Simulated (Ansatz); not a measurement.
# Energy profile

The step: ZnNH₂Cl ([NH2][Zn][Cl]) + H₂ → ZnHCl ([Cl][ZnH]) + NH₃ (still joined by a long Zn–N bond); bonds formed: Zn1–H5, N2–H4; bonds broken: H4–H5; bonds weakened to dative contacts: Zn1–N2 (atoms numbered as in the saddle structure below).

```json
{"atom": "Zn1", "x (Å)": "-0.7977", "y (Å)": "0.1824", "z (Å)": "-0.5844"}
{"atom": "N2", "x (Å)": "0.8971", "y (Å)": "-0.4098", "z (Å)": "0.2040"}
{"atom": "Cl3", "x (Å)": "-2.2864", "y (Å)": "0.3356", "z (Å)": "-2.0785"}
{"atom": "H4", "x (Å)": "0.1115", "y (Å)": "0.4005", "z (Å)": "1.0323"}
{"atom": "H5", "x (Å)": "-0.7259", "y (Å)": "0.9338", "z (Å)": "1.1675"}
{"atom": "H6", "x (Å)": "1.7705", "y (Å)": "-0.0524", "z (Å)": "-0.1676"}
{"atom": "H7", "x (Å)": "1.0312", "y (Å)": "-1.3901", "z (Å)": "0.4267"}
```

Electronic energies by CCSD(T) at an estimated basis limit (MP2 extrapolated from triple and quadruple zeta, plus CCSD(T) − MP2 in triple zeta), on PBE0-D4/def2-TZVP structures; ZnNH4Cl, closed shell; no counterpoise correction. Computed with Ansatz 0.2.0 (basis: def2-TZVPP and def2-QZVPP); correlated methods freeze the cores. The 3s and 3p shells of Cu and Zn are frozen; filled d shells are correlated. Extrapolation: Hartree–Fock as exp(−7.88 √X), correlation as X^−2.97.

(1) Give the profile in kJ/mol, counted from the separated reactants. (An estimate is asked for; the value comes from the calculation.)

The T1 diagnostic stays at or below 0.015. The end structure is not quite a true minimum (one mode of 46i cm⁻¹).

## Answers

(1) The calculation gives:
```tsv
point	kJ/mol
separated: ZnNH2Cl (linked as [NH2][Zn][Cl]; Zn1, N2, Cl3, H6, H7; singlet) + H2 (H4, H5; singlet)	0.0
start structure	-4.9
saddle	105.9
end structure	-80.4
separated: ZnHCl (linked as [Cl][ZnH]; Zn1, Cl3, H5; singlet) + NH3 (N2, H4, H6, H7; singlet)	-9.9
```

For scale, one of the runs: CCSD(T)/def2-TZVPP, 193 basis functions, launched by `ansatz run in.yaml --threads 4 --pin off --events-out ev --progress --plain --max-ram 9574MiB`. Hardware: 4 CPU threads of an Intel Xeon Platinum 8488C, shared host. Wall time 23 s; peak host memory 2.1 GiB.
